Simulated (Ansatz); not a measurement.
Ag, charge -1, singlet (all electrons, no relativity) (a gas-phase anion, which may not be bound at this level); Ansatz (a quantum-chemistry and plane-wave program) with HF/3-21G.

Here is a job for Ansatz.
Ansatz 0.2 input:
```yaml
crystal:
  periodic: [false, false, false]
  atoms:
    - {symbol: Ag, position_ang: [0.00000000, 0.00000000, 0.00000000]}
basis:
  gaussian:
    orbitals: 3-21G.json
    nuclear_model: gaussian
hamiltonian:
  xc: hf
total_charge: -1
```
The basis file holds 3-21G in the JSON format of the Basis Set Exchange.

The log (banner, timings and long lists left out):

```
Functional definition: HF
300 factors; integrals over basis functions are off by at most 2.9e-5 eV
mean field evaluation 1: about -140784.5425 eV, gradient 1.8e1 eV
mean field evaluation 2: about -140784.5419 eV, gradient 1.8e1 eV
mean field evaluation 4: about -140785.0427 eV, gradient 1.1e0 eV
mean field evaluation 8: about -140785.0546 eV, gradient 1.5e-5 eV
mean field -140785.05455511 eV, -5173.7553273629 hartree, gradient 1.5e-5 eV, S^2 0.000000; 0 other end points of the search recorded, 0 dependent functions left out
reference -140785.05455511 eV, -5173.7553273629 hartree; 24, 24 occupied and 15, 15 virtual orbitals, 300 factors
Total energy: -140785.05455511 eV, -5173.7553273629 hartree
```
